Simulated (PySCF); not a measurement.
## Solvent effects on NMR parameters

Mapped SMILES: `[CH3:1]/[C:2](=[CH:3]/[CH2:4][CH2:5][C:6]#[N:7])[CH2:8][C:9]#[N:10]`. Hydrogens are named by the atom that carries them.

GIAO PBE0/pcSseg-1 in PySCF on one PBE0-D3(BJ)/def2-SVP conformer, non-relativistic, equivalent nuclei averaged. Solvents enter as an IEF-PCM continuum (chloroform with ε = 4.7, dichloromethane with ε = 8.9) around the gas-phase geometry. Shifts are referred to TMS computed in the same medium.

In chloroform, δ in ppm: C2 142.1, C3 137.0, C6 131.3, C9 128.0, C1 28.6, C4 27.5, C8 20.5, C5 18.8, H(C3) 5.88, H(C8) 3.25, H(C4) 2.47, H(C5) 2.41, H(C1) 2.04. Dipole moment 4.89 D.

**Question.** How does each δ change in the more polar medium?

**Answer.** 
```
atoms                            environment  Δδ, dichloromethane
   C2        fully substituted alkene carbon                 -0.1
   C3                              alkene CH                 +0.6
   C6                         nitrile carbon                 +1.0
   C9                         nitrile carbon                 +1.0
   C1                  allylic methyl carbon                  0.0
   C4                        allylic sp3 CH2                 +0.1
   C8                        allylic sp3 CH2                 +0.1
   C5                 sp3 CH2 α to a nitrile                 +0.1
H(C3)               hydrogen on an alkene CH                +0.05
H(C8)         hydrogen on an allylic sp3 CH2                +0.04
H(C4)         hydrogen on an allylic sp3 CH2                +0.01
H(C5)  hydrogen on an sp3 CH2 α to a nitrile                +0.06
H(C1)   hydrogen on an allylic methyl carbon                +0.01
```

Changes are relative to chloroform. The dipole moment becomes 5.04 D in dichloromethane.

**Question.** Which nuclei move most (in ppm), and what does the model miss?

**Answer.** C6 (nitrile carbon, +1.0 ppm) and C9 (nitrile carbon, +1.0 ppm) in dichloromethane. A continuum only polarises the solute; specific hydrogen bonds, the anisotropy of aromatic solvents and changes of geometry or conformer are outside it.
